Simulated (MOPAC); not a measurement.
Input for MOPAC: PM7 on CH3FSn (SMILES [CH3][Sn][F]), a point of a torsion scan.

```
PM7 1SCF PRECISE CHARGE=0 THREADS=1
CH3FSn

C     -0.67595678 1     0.00978340 1    -0.00466399 1
Sn     1.34574403 1     1.04229865 1    -0.07142790 1
F      1.79906879 1     0.64663561 1     1.90224723 1
H     -0.84602848 1    -0.39116193 1     0.99685183 1
H     -1.49957491 1     0.69247136 1    -0.23493677 1
H     -0.74168163 1    -0.82209876 1    -0.71253356 1
```

It printed:

```
*******************************************************************************
 **                                                                           **
 **                              MOPAC v23.2.5                                **
 **                                                                           **
 *******************************************************************************
 ** MOPAC's Digital Object Identifier: https://doi.org/10.5281/zenodo.6511958 **
 **                                                                           **
 ** Please cite the open-source release paper for use of this MOPAC version:  **
 ** J. E. Moussa and J. J. P. Stewart (2026)                                  **
 ** MOPAC: An open-source semiempirical molecular orbital program             **
 ** J. Open Source Softw., 11(119), 8025, https://doi.org/10.21105/joss.08025 **
 *******************************************************************************

                              PM7 CALCULATION RESULTS

 *******************************************************************************
 *  PM7        - The PM7 Hamiltonian to be used
 *
 *
 *
 *                 CHARGE ON SYSTEM = 0
 *
 *
 *
 *  PRECISE    - TIGHTER CRITERIA TO BE USED
 *  1SCF       - DO 1 SCF AND THEN STOP
 *  THREADS=1  - MULTI-THREADING NOT USED
 *  T=         - A TIME OF 172800.0 SECONDS REQUESTED
 *  DUMP=N     - RESTART FILE WRITTEN EVERY 7200.0 SECONDS REQUESTED
 *******************************************************************************
PM7 1SCF PRECISE CHARGE=0 THREADS=1
 CH3FSn

   ATOM   CHEMICAL          X               Y               Z
  NUMBER   SYMBOL      (ANGSTROMS)     (ANGSTROMS)     (ANGSTROMS)

     1       C         -0.67595678  *   0.00978340  *  -0.00466399  *
     2      Sn          1.34574403  *   1.04229865  *  -0.07142790  *
     3       F          1.79906879  *   0.64663561  *   1.90224723  *
     4       H         -0.84602848  *  -0.39116193  *   0.99685183  *
     5       H         -1.49957491  *   0.69247136  *  -0.23493677  *
     6       H         -0.74168163  *  -0.82209876  *  -0.71253356  *



          CARTESIAN COORDINATES

    NO.       ATOM           X           Y           Z

     1         C         -0.6760      0.0098     -0.0047
     2        Sn          1.3457      1.0423     -0.0714
     3         F          1.7991      0.6466      1.9022
     4         H         -0.8460     -0.3912      0.9969
     5         H         -1.4996      0.6925     -0.2349
     6         H         -0.7417     -0.8221     -0.7125

 General Reference for PM7:
 "Optimization of Parameters for Semiempirical Methods VI: More Modifications to the
 NDDO Approximations and Re-optimization of Parameters", J. J. P. Stewart, J. Mol. Mod., 1:32, 19 (2013)
 https://link.springer.com/article/10.1007/s00894-012-1667-x

           Empirical Formula: C H3 Sn F  =     6 atoms



      MOLECULAR POINT GROUP   :   Cs


      RHF CALCULATION, NO. OF DOUBLY OCCUPIED LEVELS = 9


 -------------------------------------------------------------------------------
 PM7 1SCF PRECISE CHARGE=0 THREADS=1
 CH3FSn



     1SCF WAS SPECIFIED, SO BFGS WAS NOT USED
     SCF FIELD WAS ACHIEVED


                              PM7 CALCULATION
                                                       MOPAC v23.2.5 Linux




          FINAL HEAT OF FORMATION =        -32.40515 KCAL/MOL =    -135.58315 KJ/MOL


          COSMO AREA              =        110.99 SQUARE ANGSTROMS
          COSMO VOLUME            =        100.62 CUBIC ANGSTROMS

          IONIZATION POTENTIAL    =         10.163100 EV
          HOMO LUMO ENERGIES (EV) =        -10.163  0.966
          NO. OF FILLED LEVELS    =          9
          MOLECULAR WEIGHT        =        152.7231         POINT GROUP:  Cs

          MOLECULAR DIMENSIONS (Angstroms)

            Atom       Atom       Distance
            H     5    F     3     3.93074
            H     4   Sn     2     2.54124
            H     6    F     3     1.70416


          SCF CALCULATIONS        =          1





   ATOM   CHEMICAL          X               Y               Z
  NUMBER   SYMBOL      (ANGSTROMS)     (ANGSTROMS)     (ANGSTROMS)

     1       C         -0.67595678  *   0.00978340  *  -0.00466399  *
     2      Sn          1.34574403  *   1.04229865  *  -0.07142790  *
     3       F          1.79906879  *   0.64663561  *   1.90224723  *
     4       H         -0.84602848  *  -0.39116193  *   0.99685183  *
     5       H         -1.49957491  *   0.69247136  *  -0.23493677  *
     6       H         -0.74168163  *  -0.82209876  *  -0.71253356  *

                             CARTESIAN COORDINATES

   1    C       -0.675956780     0.009783400    -0.004663990
   2   Sn        1.345744030     1.042298650    -0.071427900
   3    F        1.799068790     0.646635610     1.902247230
   4    H       -0.846028480    -0.391161930     0.996851830
   5    H       -1.499574910     0.692471360    -0.234936770
   6    H       -0.741681630    -0.822098760    -0.712533560


           Empirical Formula: C H3 Sn F  =     6 atoms



      MOLECULAR POINT GROUP   :   Cs


                  EIGENVALUES
 -35.88694 -23.78058 -13.98579 -13.79553 -13.33412 -13.27944 -13.16756 -11.54361
 -10.16310   0.96581   1.94304   2.14197   5.70674   5.81287   7.15861


              NET ATOMIC CHARGES AND DIPOLE CONTRIBUTIONS

  ATOM NO.   TYPE          CHARGE      No. of ELECS.   s-Pop       p-Pop
    1          C          -0.723822        4.7238     1.06580     3.65802
    2         Sn           0.883159        3.1168     1.71720     1.39964
    3          F          -0.638277        7.6383     1.97499     5.66329
    4          H           0.163082        0.8369     0.83692
    5          H           0.157928        0.8421     0.84207
    6          H           0.157931        0.8421     0.84207
 DIPOLE           X         Y         Z       TOTAL
 POINT-CHG.     0.180     2.000    -6.057     6.381
 HYBRID        -1.973    -2.164     3.735     4.746
 SUM           -1.793    -0.164    -2.321     2.938


          ATOMIC ORBITAL ELECTRON POPULATIONS

     Atom    s        px        py        pz
    1  C   1.06580   1.25488   1.20958   1.19357
    2 Sn   1.71720   0.62277   0.27477   0.50210
    3  F   1.97499   1.97387   1.97168   1.71774
    4  H   0.83692
    5  H   0.84207
    6  H   0.84207

 **********************
 *                    *
 * JOB ENDED NORMALLY *
 *                    *
 **********************




 == MOPAC DONE ==
```

The run finished.

Cost: around 0.020 core-seconds (rough).
